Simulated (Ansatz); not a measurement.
Basis-set extrapolation for CH$_{6}$F$_{2}$Si$_{2}$ (`C[SiH2][SiH](F)F`) (PBE0-D4/def2-TZVP geometry, frozen core, Ansatz 0.2.0). Multiplicity 1, RHF reference.

```csv
,def2-TZVPP,def2-QZVPP
HF,-818.378663,-818.408827
MP2 correlation,-0.919350,-0.998629
CCSD(T) correlation,-0.994176,not run
```

Energies in hartree. Use E(X) = E(∞) + A·exp(−7.88·√X) for Hartree–Fock and E(X) = E(∞) + B·X^(−2.97) for correlation, with X = 3 and 4, and add CCSD(T) minus MP2 of the smaller set to the MP2 limit.

Task: What is the CCSD(T) energy at the basis-set limit?

Result: HF limit: -818.408827 + (-0.030164) × 0.13774 = -818.41298. MP2 limit: -0.998629 + (-0.079279) × 0.74074 = -1.05735. Higher-order term: -0.994176 − (-0.919350) = -0.07483. Total: -819.54516 hartree, 4.69 eV below CCSD(T)/def2-TZVPP.
